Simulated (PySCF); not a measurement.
## Gas-phase XPS of `CCCB(C)P`, computed

Compound: C4H12BP.
Geometry (PBE0-D3(BJ)/def2-SVP, Å), atoms numbered from 1 in this order:
```xyz
18
C4H12BP angstrom
C     -2.7502    0.6036    0.0528
C     -1.4281   -0.1377    0.1766
C     -0.2073    0.7669    0.0274
B      1.2203    0.0982    0.0361
C      1.4214   -1.4312   -0.2594
P      2.7240    1.1620    0.5310
H     -2.8392    1.3904    0.8196
H     -3.6113   -0.0724    0.1686
H     -2.8411    1.0943   -0.9302
H     -1.3865   -0.9424   -0.5772
H     -1.3855   -0.6486    1.1546
H     -0.2521    1.2854   -0.9548
H     -0.2528    1.5969    0.7567
H      1.0678   -1.6323   -1.2876
H      0.7734   -2.0414    0.3933
H      2.4532   -1.8014   -0.1786
H      3.6825    0.7368   -0.4303
H      2.3937    2.4134   -0.0605
```

Method used: PySCF 2.14.0, delta-SCF UKS SCAN, pcX-2 on the ionised atom, pcseg-1 elsewhere, spin-free X2C. These are vertical core ionisation energies against the vacuum level, from separate self-consistent calculations with and without the core hole.

Task: Give the core binding energies atom by atom.

Result: 
| atom(s) | bonded to | level | binding energy (eV) | 2p1/2 (eV) | above the level's lowest (eV) | count |
| --- | --- | --- | --- | --- | --- | --- |
| C1 | C and 3 H | C 1s | 290.47 | – | +0.56 | 1 |
| C2 | 2 C and 2 H | C 1s | 290.44 | – | +0.53 | 1 |
| C3 | C, 2 H and B | C 1s | 289.91 | – | 0.00 | 1 |
| B4 | 2 C and P | B 1s | 195.30 | – | 0.00 | 1 |
| C5 | 3 H and B | C 1s | 290.04 | – | +0.13 | 1 |
| P6 | 2 H and B | P 2p3/2 | 135.92 | 136.81 | 0.00 | 1 |
| P6 | 2 H and B | P 1s | 2149.45 | – | 0.00 | 1 |

Lowest listed C 1s: C3, bonded to C, 2 H and B. Highest, 0.56 eV above it: C1, bonded to C and 3 H. The values 290.44 and 290.47 eV lie too close for their order to be trusted.

Task: Which photon energy gives electrons from C 1s of C3 a kinetic energy of 20 eV, and what is their de Broglie wavelength?

Result: hν = 289.91 + 20 = 309.91 eV, recoil neglected; λ = 12.264 Å/√(E/eV) = 2.74 Å.

Spin–orbit coupling isn't in the SCF: each 2p doublet comes from a relaxed spin-free hole plus a matrix of the shell (mean-field spin–orbit coupling and the ground-state 2p splitting), with 2p3/2 averaged over its two sublevels. 2p1/2 minus 2p3/2 (ligand field included): P 0.89 eV. Isolated species at its PBE0-D3(BJ)/def2-SVP geometry (one conformer only).
